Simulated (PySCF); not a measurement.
## Broadened absorption spectrum of CH6F2Si3

CH₆F₂Si₃.
SMILES: `F[C@H]1[SiH2][Si@H](F)[SiH2]1`

The calculation used TDDFT B3LYP/def2-SVPD, vertical, gas phase, core orbitals frozen in the response in PySCF 2.14.0, density-fitted response routines. Isolated species at its GFN2-xTB geometry (one conformer only).

Broadening: Gaussians 0.5 eV wide at half height, area fixed by f = 4.319×10⁻⁹ ∫ε dν̃. The width is an assumption, not a result. The curve ends short of the highest state used, and states not computed would add to its high-energy end.

```json
{"E (eV)": "3.62", "ε (L mol⁻¹ cm⁻¹)": "0"}
{"E (eV)": "3.70", "ε (L mol⁻¹ cm⁻¹)": "1"}
{"E (eV)": "3.77", "ε (L mol⁻¹ cm⁻¹)": "2"}
{"E (eV)": "3.85", "ε (L mol⁻¹ cm⁻¹)": "5"}
{"E (eV)": "3.92", "ε (L mol⁻¹ cm⁻¹)": "10"}
{"E (eV)": "4.00", "ε (L mol⁻¹ cm⁻¹)": "20"}
{"E (eV)": "4.07", "ε (L mol⁻¹ cm⁻¹)": "34"}
{"E (eV)": "4.15", "ε (L mol⁻¹ cm⁻¹)": "54"}
{"E (eV)": "4.22", "ε (L mol⁻¹ cm⁻¹)": "72"}
{"E (eV)": "4.30", "ε (L mol⁻¹ cm⁻¹)": "89"}
{"E (eV)": "4.37", "ε (L mol⁻¹ cm⁻¹)": "96"}
{"E (eV)": "4.45", "ε (L mol⁻¹ cm⁻¹)": "95"}
{"E (eV)": "4.52", "ε (L mol⁻¹ cm⁻¹)": "91"}
{"E (eV)": "4.60", "ε (L mol⁻¹ cm⁻¹)": "93"}
{"E (eV)": "4.67", "ε (L mol⁻¹ cm⁻¹)": "110"}
{"E (eV)": "4.75", "ε (L mol⁻¹ cm⁻¹)": "155"}
{"E (eV)": "4.82", "ε (L mol⁻¹ cm⁻¹)": "212"}
{"E (eV)": "4.90", "ε (L mol⁻¹ cm⁻¹)": "286"}
{"E (eV)": "4.97", "ε (L mol⁻¹ cm⁻¹)": "339"}
{"E (eV)": "5.05", "ε (L mol⁻¹ cm⁻¹)": "367"}
{"E (eV)": "5.12", "ε (L mol⁻¹ cm⁻¹)": "358"}
{"E (eV)": "5.20", "ε (L mol⁻¹ cm⁻¹)": "330"}
{"E (eV)": "5.27", "ε (L mol⁻¹ cm⁻¹)": "337"}
{"E (eV)": "5.35", "ε (L mol⁻¹ cm⁻¹)": "475"}
{"E (eV)": "5.43", "ε (L mol⁻¹ cm⁻¹)": "902"}
{"E (eV)": "5.50", "ε (L mol⁻¹ cm⁻¹)": "1656"}
{"E (eV)": "5.58", "ε (L mol⁻¹ cm⁻¹)": "3067"}
{"E (eV)": "5.65", "ε (L mol⁻¹ cm⁻¹)": "4746"}
{"E (eV)": "5.73", "ε (L mol⁻¹ cm⁻¹)": "6876"}
{"E (eV)": "5.80", "ε (L mol⁻¹ cm⁻¹)": "8479"}
{"E (eV)": "5.88", "ε (L mol⁻¹ cm⁻¹)": "9445"}
{"E (eV)": "5.95", "ε (L mol⁻¹ cm⁻¹)": "9250"}
{"E (eV)": "6.03", "ε (L mol⁻¹ cm⁻¹)": "7919"}
{"E (eV)": "6.10", "ε (L mol⁻¹ cm⁻¹)": "6170"}
{"E (eV)": "6.18", "ε (L mol⁻¹ cm⁻¹)": "4097"}
{"E (eV)": "6.25", "ε (L mol⁻¹ cm⁻¹)": "2621"}
```

Question: Where are the band maxima, and which computed states make them?

Answer: 282 nm (4.40 eV), ε about 96, made up of S1 (96%); 245 nm (5.06 eV), ε about 370, made up of S3 (96%); 210 nm (5.90 eV), ε about 9500, made up of S4 (11%) and S5 (89%) (ε in L mol⁻¹ cm⁻¹; maxima over ε = 5, shares over 10%). The states used: S1 4.37 eV (f 0.0017); S2 4.87 eV (f 0.0003); S3 5.06 eV (f 0.0065); S4 5.85 eV (f 0.020); S5 5.91 eV (f 0.157); S6 6.30 eV (f 0.0006); S7 6.81 eV (f 0.064); S8 6.85 eV (f 0.0030).

Question: Coming from long wavelengths, where does ε first pass 100 L mol⁻¹ cm⁻¹?

Answer: At about 267 nm (4.64 eV), 0.27 eV above S1.

Question: Does any computed singlet lie in the visible range?

Answer: No computed singlet lies in the visible range (380 to 750 nm); the lowest, at 284 nm, stands 1.11 eV above its violet end (3.26 eV).

Question: On this curve, what absorbance would a 10⁻³ mol/L sample give at 266 nm over a 1 cm path?

Answer: 266 nm is 4.661 eV, where ε is about 110 L mol⁻¹ cm⁻¹, so A = ε c l ≈ 0.11 (Beer–Lambert, with the gas-phase spectrum and the assumed width).
